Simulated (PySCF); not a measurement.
# Unknowns

PySCF 2.14 calculation with GIAO PBE0/pcSseg-1 shieldings and GFN2-xTB structure; one averaged value for each set of equivalent atoms, no solvent, no relativistic terms, one computed conformer.

Referencing at the same level of theory: 1H and 13C vs TMS. Where no couplings were computed, multiplicities follow the n + 1 count of equivalent neighbours, and m marks all less simple cases (inequivalent or close neighbours, rings, F or P nearby). Shifts are as computed. Against solution values, carbons near 30 ppm lie about +3 ppm off and those near 130 ppm about +5 ppm. Of 1309 compounds with measured shifts, 239 miss one by over three times the rms of a fit or turn the order of signals round; such compounds aren't used in these exercises. OH and NH positions are gas-phase values without hydrogen bonding to other molecules.

Task: C4H3N3Si. 1H NMR (400 MHz, computed): δ 2.23 (s, 1H), 1.35 (br s, 2H). 13C{1H} NMR (computed): δ 121.2 (C), 104.9 (CH), 85.6 (C). Identify the compound.

Result: SMILES C#C[Si](N)(C#N)C#N. Rings plus π bonds: 6 (no ring in the answer). 3 carbon signals for 4 carbons: some carbons are equivalent by symmetry or fast rotation. Carbon types of the structure: 3 × C, 1 × CH, leaving 2 H on heteroatoms. δC 121.2: nitrile carbon; typical of a nitrile. δC 104.9: terminal alkyne carbon; sp carbons lie upfield of alkene carbons because the cylindrical π system leaves one tensor component strongly shielded. δC 85.6: alkyne carbon; the triple bond shields along its axis, which puts it between sp3 and sp2 carbons. δH 1.35: hydrogen on a nitrogen bonded to Si; exchangeable, gas-phase position.

The data come from this structure; uniqueness wasn't tested.

Task: C3H10N2O2Si2. 1H NMR (400 MHz, computed): δ 9.41 (s, 1H), 5.75 (br s, 1H), 5.43 (s, 2H), 5.26 (s, 3H), 1.89 (s, 3H). 13C{1H} NMR (computed): δ 195.8, 148.8, 4.6. What is it?

Result: `C/C(C=O)=N\N[SiH2]O[SiH3]`. Rings plus π bonds: 2 (no ring in the answer). 3 carbon signals for 3 carbons: no two carbons are equivalent. Carbon types of the structure: 1 × C, 1 × CH, 1 × CH3, leaving 6 H on heteroatoms. δC 195.8: aldehyde carbonyl carbon; low-lying n→π* states of the double bond to the heteroatom give a large paramagnetic term (-257 ppm). δC 148.8: C=N carbon. δC 4.6: methyl carbon; aliphatic region, no heteroatom directly attached. δH 9.41: hydrogen on an aldehyde carbonyl carbon; the C=O anisotropy and electron withdrawal place aldehyde protons far downfield.

The shifts were computed for this structure.
